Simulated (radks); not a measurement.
Spherical jellium clusters: N electrons in a uniform positive sphere of charge N and radius rs N^(1/3), rs = 2.71 bohr. Method: non-relativistic Kohn-Sham, LDA (Slater exchange, Perdew-Wang correlation), spin-polarised, spherical densities; computed with a radial shooting solver with Libxc functionals. Levels are named by radial order and angular momentum (1s, 1p, 1d, 2s, ...), and open shells are averaged over m.

N = 32, configuration 1s2 1p6 1d10 2s2 1f(up 7, down 5). This is the lowest configuration that the search found. Occupied and some empty levels:

level,occupation,eigenvalue (eV),<r> (bohr)
1s up,1,-8.8713,4.816
1s down,1,-8.7917,4.744
1p up,3,-7.3587,5.998
1p down,3,-7.2354,5.963
1d up,5,-5.6293,6.796
1d down,5,-5.4865,6.788
2s up,1,-5.2140,5.778
2s down,1,-5.1301,5.823
1f up,7,-3.6949,7.475
1f down,5,-3.5482,7.489
2p up,0,-3.0066,6.912
2p down,0,-2.9310,6.945
1g up,0,-1.6156,8.210
1g down,0,-1.4782,8.255
2d up,0,-1.0575,9.000
2d down,0,-0.99183,9.095

Energy (eV): total -44.6769, kinetic 114.52, external -3805.2, Hartree 1866.0, exchange-correlation -163.17, background 1943.2.

Electron density:

r (bohr),n(r) (e/bohr^3)
0.984,0.01432
2.04,0.01176
3.09,0.01017
4.15,0.01094
5.21,0.01287
6.26,0.01315
7.32,0.01008
8.37,0.005331
9.43,0.002024
10.5,0.0006447
11.5,0.0001865
12.6,0.00005220
13.7,0.00001413
